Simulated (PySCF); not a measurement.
Species: C7H7ClN (doublet state).
Numbering: `[N:1]#[C:2][CH2:3]/[CH:4]=[CH:5]/[C:6]=[CH:7]\[CH2:8][Cl:9]` (hydrogens: H10, H11 on C3; H12 on C4; H13 on C5; H14 on C7; H15, H16 on C8)

Cartesian coordinates in Å at the GFN2-xTB level; atoms count from 1:
```
atom  x, y, z in Å
N1    -3.559    1.855    0.331
C2    -3.207    0.770    0.399
C3    -2.705   -0.586    0.478
C4    -1.220   -0.525    0.618
C5    -0.369   -0.652   -0.462
C6     0.968   -0.562   -0.391
C7     2.253   -0.426   -0.353
C8     2.960    0.886   -0.524
Cl9    3.707    1.376    1.035
H10   -3.001   -1.115   -0.434
H11   -3.167   -1.072    1.344
H12   -0.819   -0.293    1.592
H13   -0.799   -0.860   -1.437
H14    2.904   -1.271   -0.156
H15    3.776    0.805   -1.242
H16    2.271    1.679   -0.809
```

The hyperfine couplings belong to this conformer and change with its torsions.

Method used: UKS B3LYP, pcH-1 on C Cl H N, non-relativistic, mean-field spin-orbit, GIAO in PySCF. Geometry: GFN2-xTB, one conformer, isolated molecule. A GFN2-xTB geometry isn't a minimum of the functional, and hyperfine couplings can be far from their values at a DFT geometry. Stability of the SCF solution: not tested. ⟨S²⟩ is 0.775 where a pure state has 0.75.

The largest Mulliken spin populations are on C4 (+0.69), C6 (+0.59), C5 (-0.25) and C7 (-0.10). The positive populations add up to 1.42 and the negative ones to -0.42, together 2S = 1. The angles at C4 add up to 359.8°, so it is planar; its axial dipolar tensor and the negative coupling of its proton fit spin in a p orbital normal to that plane.

(1) How do the β-proton couplings of this frozen conformer go with θ, the angle between the C–H bond and the normal to the plane of the spin centre's three neighbours, both seen down the bond from centre to carbon?

Results:

(1) 
```csv
β H,on,centre,θ (°),cos²θ,a (G)
H10,C3,C4,70,0.12,+4.58
H11,C3,C4,52,0.37,+13.15
```

Couplings in gauss use g_iso = 2.0026.

The SMILES draws the unpaired electron on C6; the largest computed Mulliken spin population is on C4 (0.69 against 0.59).
